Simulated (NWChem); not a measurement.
Everything below was run with NWChem. System: H6Al2O2, charge 0, spin multiplicity 1, at a geometry optimised with PBE/def2-SVP. The structure started from a generated list of species. Level: EOM-CCSD/6-31+G* (spherical d), 12 core orbitals frozen.

Job file:

```
start mol
memory heap 100 mb stack 700 mb global 1900 mb
geometry units angstroms nocenter noautoz
  Al     0.000000     0.000000    -1.439845
  Al     0.000000     0.000000     1.439845
  O      0.068227    -1.225020     0.000000
  H     -0.422883    -2.064339     0.000000
  H     -1.392547    -0.185471    -2.204255
  H      1.392547     0.185471    -2.204255
  O     -0.068227     1.225020     0.000000
  H      0.422883     2.064339     0.000000
  H     -1.392547    -0.185471     2.204255
  H      1.392547     0.185471     2.204255
  symmetry group C2h
end
basis spherical
  * library 6-31+g*
end
scf
  rhf
  nopen 0
  maxiter 100
  thresh 1e-7
  semidirect memsize 60000000 filesize 0
end
tce
  freeze core 12
  ccsd
  nroots 1
  2eorb
  2emet 13
  thresh 1e-5
  maxiter 200
  tilesize 24
end
task tce energy
```

NWChem printed:

```
             Northwest Computational Chemistry Package (NWChem) 7.3.0
             --------------------------------------------------------

                                NWChem Input Module
                                -------------------

 Scaling coordinates for geometry "geometry" by  1.889725989
 (inverse scale =  0.529177249)

 Turning off AUTOSYM since
 SYMMETRY directive was detected!

                             Geometry "geometry" -> ""
                             -------------------------

 Output coordinates in angstroms (scale by  1.889725989 to convert to a.u.)

  No.       Tag          Charge          X              Y              Z
 ---- ---------------- ---------- -------------- -------------- --------------
    1 Al                  13.0000     0.00000000     0.00000000    -1.43984500
    2 Al                  13.0000     0.00000000     0.00000000     1.43984500
    3 O                    8.0000     0.06822700    -1.22502000     0.00000000
    4 H                    1.0000    -0.42288300    -2.06433900     0.00000000
    5 H                    1.0000    -1.39254700    -0.18547100    -2.20425500
    6 H                    1.0000     1.39254700     0.18547100    -2.20425500
    7 O                    8.0000    -0.06822700     1.22502000     0.00000000
    8 H                    1.0000     0.42288300     2.06433900     0.00000000
    9 H                    1.0000    -1.39254700    -0.18547100     2.20425500
   10 H                    1.0000     1.39254700     0.18547100     2.20425500

 Effective nuclear repulsion energy (a.u.)     221.4809547624

            Nuclear Dipole moment (a.u.)
            ----------------------------
        X                 Y               Z
 ---------------- ---------------- ----------------
     0.0000000000     0.0000000000     0.0000000000

      Symmetry information
      --------------------

 Group name             C2h
 Group number             21
 Group order               4
 No. of unique centers     4

      Symmetry unique atoms

     1    3    4    5


 Summary of "ao basis" -> "" (spherical)
 ------------------------------------------------------------------------------
       Tag                 Description            Shells   Functions and Types
 ---------------- ------------------------------  ------  ---------------------
 *                          6-31+g*                   on all atoms

 Summary of "ao basis" -> "ao basis" (spherical)
 ------------------------------------------------------------------------------
       Tag                 Description            Shells   Functions and Types
 ---------------- ------------------------------  ------  ---------------------
 Al                         6-31+g*                 10       22   5s4p1d
 O                          6-31+g*                  8       18   4s3p1d
 H                          6-31+g*                  2        2   2s

                                 NWChem SCF Module
                                 -----------------

  ao basis        = "ao basis"
  functions       =    92
  atoms           =    10
  closed shells   =    24
  open shells     =     0
  charge          =   0.00
  wavefunction    = RHF
  use symmetry    = T
  symmetry adapt  = T

 Summary of "ao basis" -> "ao basis" (spherical)
 ------------------------------------------------------------------------------
       Tag                 Description            Shells   Functions and Types
 ---------------- ------------------------------  ------  ---------------------
[...]
 Iteration  15 using   15 trial vectors
   0.0180250963874   0.2821228273312    7.67696     0.3     0.3

 Iteration  16 using   16 trial vectors
   0.0118375175879   0.2816120923504    7.66306     0.3     0.3

 Iteration  17 using   17 trial vectors
   0.0076810827245   0.2814702025150    7.65920     0.3     0.3

 Iteration  18 using   18 trial vectors
   0.0072485822991   0.2814286878201    7.65807     0.3     0.3

 Iteration  19 using   19 trial vectors
   0.0079289826751   0.2813635764296    7.65630     0.3     0.3

 Iteration  20 using   20 trial vectors
   0.0079549778738   0.2812412189062    7.65297     0.3     0.3

 Iteration  21 using   21 trial vectors
   0.0058143195430   0.2811488465741    7.65045     0.3     0.3

 Iteration  22 using   22 trial vectors
   0.0035208307664   0.2811138349648    7.64950     0.3     0.3

 Iteration  23 using   23 trial vectors
   0.0021118021648   0.2811006017441    7.64914     0.3     0.3

 Iteration  24 using   24 trial vectors
   0.0012700045853   0.2811018191158    7.64917     0.3     0.3

 Iteration  25 using   25 trial vectors
   0.0007438569436   0.2810986993120    7.64909     0.3     0.3

 Iteration  26 using   26 trial vectors
   0.0004301672362   0.2810946460248    7.64898     0.3     0.3

 Iteration  27 using   27 trial vectors
   0.0002389149570   0.2810937808564    7.64895     0.3     0.3

 Iteration  28 using   28 trial vectors
   0.0001280045124   0.2810938940646    7.64896     0.3     0.3

 Iteration  29 using   29 trial vectors
   0.0000661924779   0.2810938604758    7.64896     0.3     0.3

 Iteration  30 using   30 trial vectors
   0.0000395569585   0.2810936176861    7.64895     0.3     0.3

 Iteration  31 using   31 trial vectors
   0.0000244595206   0.2810934597772    7.64895     0.3     0.3

 Iteration  32 using   32 trial vectors
   0.0000125294553   0.2810933972519    7.64894     0.3     0.3

 Iteration  33 using   33 trial vectors
   0.0000056384998   0.2810934120288    7.64894     0.3     0.3
 --------------------------------------------------------------
 Iterations converged
 ------------------

 Excited state root  1
 Excitation energy / hartree =        0.281093412028764
                   / eV      =        7.648944175815204
 largest EOMCCSD amplitudes: R1 and R2

 Singles contributions
    26ag  (alpha) ---    23bg  (alpha)        0.7102619524
    29ag  (alpha) ---    23bg  (alpha)       -0.3627377880
    36ag  (alpha) ---    23bg  (alpha)       -0.2991933429
    32au  (alpha) ---    24bu  (alpha)       -0.2049504532
    37au  (alpha) ---    24bu  (alpha)       -0.2074300857
    25bu  (alpha) ---    22au  (alpha)       -0.1240882197

 Doubles contributions

 =========================================
 Excited-state calculation ( bu  symmetry)
 =========================================
 Dim. of EOMCC iter. space      500

 EOMCCSD SOLVER TYPE  1
  maxdiff =   0.47167288100082649

 No. of initial right vectors    1

 EOM-CCSD right-hand side iterations
 --------------------------------------------------------------
      Residuum       Omega / hartree  Omega / eV    Cpu    Wall
 --------------------------------------------------------------

 Iteration   1 using    1 trial vectors
   0.3762823922396   0.3658635732085    9.95566     0.4     0.4

 Iteration   2 using    2 trial vectors
   0.1247133911546   0.2926149470295    7.96246     0.3     0.3

 Iteration   3 using    3 trial vectors
   0.0677605076092   0.2834431181357    7.71288     0.3     0.3

 Iteration   4 using    4 trial vectors
   0.0591155341839   0.2761933647339    7.51561     0.3     0.3

 Iteration   5 using    5 trial vectors
   0.0369398580717   0.2713577478806    7.38402     0.3     0.3

 Iteration   6 using    6 trial vectors
   0.0274266581173   0.2690523978100    7.32129     0.3     0.3

 Iteration   7 using    7 trial vectors
   0.0235303089695   0.2683051337863    7.30096     0.3     0.3

 Iteration   8 using    8 trial vectors
   0.0208592735759   0.2679396886317    7.29101     0.3     0.3

 Iteration   9 using    9 trial vectors
   0.0151118615164   0.2672793917029    7.27305     0.3     0.3

 Iteration  10 using   10 trial vectors
   0.0098703914530   0.2670681713420    7.26730     0.3     0.3

 Iteration  11 using   11 trial vectors
   0.0056154271619   0.2669851704907    7.26504     0.3     0.3

 Iteration  12 using   12 trial vectors
   0.0036734908068   0.2669248803375    7.26340     0.3     0.3

 Iteration  13 using   13 trial vectors
   0.0024365485722   0.2669357822609    7.26370     0.3     0.3

 Iteration  14 using   14 trial vectors
   0.0017188648943   0.2669316463947    7.26358     0.3     0.3

 Iteration  15 using   15 trial vectors
   0.0011138080912   0.2669252136040    7.26341     0.3     0.3

 Iteration  16 using   16 trial vectors
   0.0007100220724   0.2669236155148    7.26336     0.3     0.3

 Iteration  17 using   17 trial vectors
   0.0003755027426   0.2669250957662    7.26340     0.3     0.3

 Iteration  18 using   18 trial vectors
   0.0002086854035   0.2669252882580    7.26341     0.3     0.3

 Iteration  19 using   19 trial vectors
   0.0001302297763   0.2669241261158    7.26338     0.3     0.3

 Iteration  20 using   20 trial vectors
   0.0000705801179   0.2669247092386    7.26339     0.3     0.3

 Iteration  21 using   21 trial vectors
   0.0000381237349   0.2669247152416    7.26339     0.3     0.3

 Iteration  22 using   22 trial vectors
   0.0000224379167   0.2669244368106    7.26339     0.3     0.3

 Iteration  23 using   23 trial vectors
   0.0000125127044   0.2669244963593    7.26339     0.3     0.3

 Iteration  24 using   24 trial vectors
   0.0000071690075   0.2669244725190    7.26339     0.3     0.3
 --------------------------------------------------------------
 Iterations converged
 ------------------

 Excited state root  1
 Excitation energy / hartree =        0.266924472518979
                   / eV      =        7.263387550497498
 largest EOMCCSD amplitudes: R1 and R2

 Singles contributions
    26ag  (alpha) ---    19bu  (alpha)       -0.1444652745
    26ag  (alpha) ---    24bu  (alpha)        0.7343175668
    29ag  (alpha) ---    24bu  (alpha)       -0.3510579870
    36ag  (alpha) ---    24bu  (alpha)       -0.3032042617
    32au  (alpha) ---    23bg  (alpha)       -0.1357080366
    37au  (alpha) ---    23bg  (alpha)       -0.1345977330
    25bu  (alpha) ---    20ag  (alpha)       -0.1226179272

 Doubles contributions

 Task  times  cpu:       37.2s     wall:       37.2s

 Total times  cpu:       37.2s     wall:       37.2s
```
